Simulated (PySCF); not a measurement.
## Complete the spectrum of TaSBr3

Species: TaSBr3 (singlet state).
SMILES: `[S]=[Ta]([Br])([Br])[Br]`

The calculation used TDDFT CAM-B3LYP/def2-SVPD, vertical, gas phase, core orbitals frozen in the response, def2 core potentials past Kr in PySCF. Isolated species at its PBE0-D3(BJ)/def2-SVP geometry, gas phase. Spin–orbit coupling is left out. The geometry optimisation had not met its thresholds, so the values belong to a structure short of the stationary point.

Orbital energies (eV): HOMO-3 -10.56, HOMO-2 -10.35, HOMO-1 -9.44, HOMO -9.41, LUMO -2.15, LUMO+1 -2.14, LUMO+2 -1.12.

Lowest singlets, with some entries withheld (?). The highest level found (4.92 eV, f 0.0001 so far) is left out, since the window may have cut off a degenerate partner. Orbitals of the list HOMO-3 to LUMO+2 that lie within 0.01 eV of each other are written together with a slash and their weights summed (≥ marks a lower bound); for degenerate orbitals outside that list single weights are arbitrary.

| state | λ (nm) | f | main configurations (H = HOMO, L = LUMO) |
| --- | --- | --- | --- |
| S1 | ? | 0.0000 | H→L/L+1 (≥56%), H-1→L/L+1 (≥27%) |
| S2 | 327.9 | 0.0064 | H→L/L+1 (≥53%), H-1→L/L+1 (≥26%) |
| S3 | 327.6 | 0.0068 | H-1→L/L+1 (≥56%), H→L/L+1 (≥22%) |
| S4 | 312.8 | ? | ? |
| S5 | 275.3 | 0.0000 | H-1→L+2 (51%), H→L+3 (33%) |
| S6 | ? | ? | H→L+2 (26%), H-1→L+3 (23%), H-3→L/L+1 (≥18%) |
| S7 | ? | ? | H→L+3 (30%), H-1→L+2 (22%), H-3→L/L+1 (≥15%) |
| S8 | 260.7 | ? | H-3→L/L+1 (≥69%) |
| S9 | 260.3 | ? | H-3→L/L+1 (≥74%) |

Task: Fill in the withheld entries.

Result: 
- S1: λ = 346.1 nm
- S4: f = 0.013; H-1→L/L+1 (≥50%), H→L/L+1 (≥29%)
- S6: λ = 265.8 nm; f = 0.0004
- S7: λ = 265.7 nm; f = 0.0006
- S8: f = 0.0001
- S9: f = 0.0000

Task: Where do the lowest triplets lie (Tamm–Dancoff)?

Result: T1 3.25 eV, H-1→L/L+1 (≥37%), H→L/L+1 (≥23%); T2 3.41 eV, H→L/L+1 (≥52%), H-1→L/L+1 (≥23%); T3 3.41 eV, H-1→L/L+1 (≥38%), H→L/L+1 (≥33%); T4 3.54 eV, H-1→L/L+1 (≥60%), H→L/L+1 (≥25%). E(S1) − E(T1) = +0.33 eV.

Task: What is the vertical ionisation energy by ΔSCF at this level?

Result: 10.01 eV; −ε(HOMO) is 9.41 eV.

Task: What is the mean static polarisability from the same response equations?

Result: 126.6 au (18.76 Å³), with principal values 124.4, 126.4 and 129.0 au.

Time: 3.7 min (with the writing of density and orbital grids); peak memory 0.99 GiB. Hardware: Arm Neoverse V2, one thread, shared host.
